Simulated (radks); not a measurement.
Effect of the nuclear size on the copper ion Cu3+, [Ar] 3d8. Method: Dirac Kohn-Sham, LDA (Slater exchange, Perdew-Wang correlation), spin-unpolarised, spherical densities, finite nucleus; open shells fill j = l - 1/2 first; Fermi nuclear charge, rms radius 3.8823 fm; computed with a radial shooting solver on a logarithmic mesh with Libxc functionals. The rms radius is varied about that value; shifts are against it.

| rms radius (fm) | total energy shift (eV) | density at nucleus (e/bohr^3) | 1s1/2 shift (meV) | 2s1/2 shift (meV) | 3s1/2 shift (meV) |
|---|---|---|---|---|---|
| 3.1058 | -0.0703 | 2.234e+04 | -29.9 | -2.82 | -0.428 |
| 3.5911 | -0.0281 | 2.216e+04 | -12.0 | -1.13 | -0.171 |
| 3.8823 | 0 | 2.207e+04 | 0.000 | 0.000 | 0.000 |
| 4.2472 | 0.0381 | 2.197e+04 | 16.2 | 1.53 | 0.232 |
| 4.4918 | 0.0655 | 2.191e+04 | 27.9 | 2.63 | 0.399 |

Slopes of the eigenvalues against <r^2> in GHz/fm^2, as finite differences over the two radii next to the reference (eigenvalue slopes, not the field-shift constants of lines): 1s1/2 1330, 2s1/2 125, 3s1/2 19.0.
